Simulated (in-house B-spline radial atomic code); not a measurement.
# Ionising Rb VIII (Rb7+) with different functionals

Computed with a B-spline radial code for spherical atoms: four-component Dirac-Coulomb Hamiltonian, Fermi nucleus of rms radius 4.2036 fm, spin-restricted, spherical fractional occupations for the functionals. The ionisation energy is the difference of two self-consistent energies, [Ar] 3d10 4s2 → [Ar] 3d10 4s1, without Breit or QED terms; ε is the level of the shell that loses the electron (mean over j).

Hybrids are left out here: with spherical fractional occupations of an open shell their exact exchange keeps a self-interaction that integer-occupation calculations don't have.

```json
{"method": "LDA VWN5", "rung": "LDA", "ΔSCF (eV)": "134.69", "-ε(4s) (eV)": "126.06"}
{"method": "relativistic LDA", "rung": "LDA", "ΔSCF (eV)": "134.56", "-ε(4s) (eV)": "125.93"}
{"method": "LDA PW92", "rung": "LDA", "ΔSCF (eV)": "134.69", "-ε(4s) (eV)": "126.05"}
{"method": "LDA exchange-only", "rung": "LDA", "ΔSCF (eV)": "133.03", "-ε(4s) (eV)": "124.38"}
{"method": "PBE", "rung": "GGA", "ΔSCF (eV)": "134.13", "-ε(4s) (eV)": "125.50"}
{"method": "PBEsol", "rung": "GGA", "ΔSCF (eV)": "134.04", "-ε(4s) (eV)": "125.50"}
{"method": "BLYP", "rung": "GGA", "ΔSCF (eV)": "134.40", "-ε(4s) (eV)": "125.70"}
{"method": "RPBE", "rung": "GGA", "ΔSCF (eV)": "133.75", "-ε(4s) (eV)": "125.20"}
{"method": "PW91", "rung": "GGA", "ΔSCF (eV)": "134.29", "-ε(4s) (eV)": "125.70"}
{"method": "BP86", "rung": "GGA", "ΔSCF (eV)": "134.27", "-ε(4s) (eV)": "125.74"}
{"method": "AM05", "rung": "GGA", "ΔSCF (eV)": "134.00", "-ε(4s) (eV)": "125.47"}
{"method": "OLYP", "rung": "GGA", "ΔSCF (eV)": "133.42", "-ε(4s) (eV)": "124.98"}
```

How do they compare with the NIST value?

NIST lists 132.8 eV ± 0.25 (semi-empirical, ground level to ground level). Errors run from +0.24 to +1.90 eV; OLYP is closest (+0.63 eV), but part of that can be cancellation, since the calculations leave out Breit-QED terms, spin polarisation.
